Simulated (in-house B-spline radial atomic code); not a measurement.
Results of a calculation; reference values are marked as such.
**S ion on As atom: potential, deflection and energy transfer**

The pair potential comes from two frozen, spherical free-atom densities (PBE, B-spline radial code, scalar-relativistic past argon): electrostatics plus the change in Thomas-Fermi kinetic and Dirac exchange energy where they overlap, the recipe behind the universal ZBL potential, which averages such potentials (from solid-state densities) over many pairs. It is written V = (Z1 Z2 e²/r) φ(r/a), with e² = 14.3996 eV·Å and a = 0.46850 Å/(Z1^0.23 + Z2^0.23); ZBL's fit is φ = 0.18175 e^(−3.1998x) + 0.50986 e^(−0.94229x) + 0.28022 e^(−0.4029x) + 0.02817 e^(−0.20162x). Where φ falls below 4e-4 it is continued as an exponential.

Masses 32.06 and 74.92 u.

| x = r/a | φ, this pair | φ, ZBL |
| --- | --- | --- |
| 0.1 | 0.8935 | 0.8928 |
| 0.5 | 0.6256 | 0.6096 |
| 1.5 | 0.3141 | 0.2995 |
| 3 | 0.1358 | 0.1292 |
| 5 | 0.05411 | 0.05224 |
| 8 | 0.01826 | 0.01705 |
| 12 | 0.005338 | 0.00474 |
| 17 | 0.001169 | 0.001212 |

(1) At x = 3 the electrostatic, kinetic and exchange parts are 813.66, 2368.98 and -150.73 eV. Find r, V and φ.

(2) The ion comes in at 95.63 keV with impact parameter 0.2270 Å. The scattering integral gives a centre-of-mass angle of 10.36° and a closest approach of 2.112 a. What are the reduced energy, the energy passed on and the laboratory angles?

## Answers

(1) a = 0.46850/(1.8921 + 2.2349) = 0.11352 Å, so r = 0.34056 Å. V = 813.66 + 2368.98 + (-150.73) = 3031.91 eV. The bare repulsion is 16 × 33 × 14.3996/0.34056 = 22325 eV, so φ = 0.1358, +5.1 % against ZBL's 0.1292. The kinetic (Pauli) term is 78 % of V here.

(2) ε = E a M2/(Z1 Z2 e² (M1 + M2)) = 95630 × 1.0456e-05 = 1. The most that one collision can pass on is γE with γ = 4 M1 M2/(M1 + M2)² = 0.8395. Here T = γE sin²(θ/2) = 0.8395 × 95630 × 0.008158 = 655 eV. The ion turns by arctan(sin θ/(cos θ + M1/M2)) = 7.3°, and the struck atom leaves at (180° − θ)/2 = 84.8°. The closest approach is 0.240 Å. With ZBL the angle would be 9.88° and T = 595.1 eV.
